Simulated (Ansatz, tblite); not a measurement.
Potential energy curve for C2H9AlO4Si, SMILES [O]([Al]([CH3])[CH3])[Si](O)(O)O. The Al1–O10 bond (Al1 also carries C, C; O10 carries Si) is pulled apart rigidly from the PBE0/def2-SVP optimised geometry.

- UKS-PBE = unrestricted PBE/def2-SVP run with Ansatz (a quantum-chemistry and plane-wave program)
- GFN2-xTB, 300 K electronic temperature (tblite)
- RKS-PBE = restricted PBE/def2-SVP run with Ansatz

Energies are in kcal/mol, each relative to the lowest point of its own curve near equilibrium.

```csv
R / Å,UKS-PBE,GFN2-xTB,RKS-PBE
1.42,51.6,?,51.6
1.51,22.4,?,22.4
1.62,5.0,1.5,5.0
1.67,1.5,0.0,1.5
1.73,0.0,?,0.0
1.76,0.1,?,0.1
1.83,1.9,?,1.9
1.93,7.3,?,7.3
2.11,21.5,21.0,21.5
2.26,34.9,32.3,34.9
2.54,58.7,53.8,58.7
2.86,81.4,76.5,81.4
3.18,98.6,95.3,98.6
3.67,114.3,114.9,116.1
4.28,122.7,127.3,128.0
5.05,127.3,133.6,135.4
```

Q: Fill in the missing entries.

A: 
- 1.42, GFN2-xTB: 37.1
- 1.51, GFN2-xTB: 13.1
- 1.73, GFN2-xTB: 0.1
- 1.76, GFN2-xTB: 0.7
- 1.83, GFN2-xTB: 3.2
- 1.93, GFN2-xTB: 8.6

The unrestricted determinant behind UKS-PBE is spin-contaminated at 3.67 to 5.05 Å (<S²> up to 0.7, against 0.00 for a pure singlet). The restricted form behind RKS-PBE keeps the bonding electrons paired and can't separate into open-shell fragments.
